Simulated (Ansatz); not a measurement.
H8InNSi2, SMILES `[SiH3][N]([SiH3])[InH2]`, 12 atoms. Total charge 0; spin multiplicity 1. Correlated methods include outer-core shells of In, which these sets cover unevenly. In: def2 effective core potential. All runs use 4 threads of an Arm Neoverse V1 on a shared host. Correlated methods freeze the cores.

Q: How many basis functions does each run have, and how long does it take in Ansatz? RKS ωB97M-V/def2-QZVPP energy; direct RPA on PBE orbitals/def2-TZVPP energy; RKS PBE0-D4/def2-TZVP relaxation (10 steps); RKS PBE0-D4/def2-TZVP frequencies; RKS PBE0-D4/def2-SVP energy; RKS B3LYP-D4/def2-TZVPP energy and forces; RKS B2PLYP (frozen core)/def2-TZVPP energy; RKS LC-ωPBE/def2-TZVPP energy; RHF-MP2/def2-QZVPP energy; RKS PBE0-D4/def2-QZVPP energy; RHF-CCSD(T)/def2-TZVPP energy; RKS ωB97M-V/def2-SVP energy. (Estimate.)

A: Ansatz gave: Other jobs shared the machine, so times are rough.

```
                                level                    job  functions  wall time  peak host memory (GiB)
                 RKS PBE0-D4/def2-SVP                 energy        116      1.6 s                    0.27
               RKS LC-ωPBE/def2-TZVPP                 energy        277      3.8 s                    0.64
                 RKS ωB97M-V/def2-SVP                 energy        116        8 s                    0.43
direct RPA on PBE orbitals/def2-TZVPP                 energy        277        8 s                    0.77
              RKS B3LYP-D4/def2-TZVPP      energy and forces        277        8 s                    0.95
  RKS B2PLYP (frozen core)/def2-TZVPP                 energy        277      8.5 s                    0.85
               RKS PBE0-D4/def2-QZVPP                 energy        519       13 s                     2.3
               RKS ωB97M-V/def2-QZVPP                 energy        519       28 s                     2.8
                   RHF-MP2/def2-QZVPP                 energy        519       30 s                     3.6
                RKS PBE0-D4/def2-TZVP  relaxation (10 steps)        203       44 s                    0.64
                RKS PBE0-D4/def2-TZVP            frequencies        203    3.5 min                    0.66
               RHF-CCSD(T)/def2-TZVPP                 energy        277    4.7 min                     7.7
```

B3LYP here is the variant with VWN-RPA as its local correlation; programs differ in this. LC-ωPBE has ω = 0.4 bohr⁻¹.
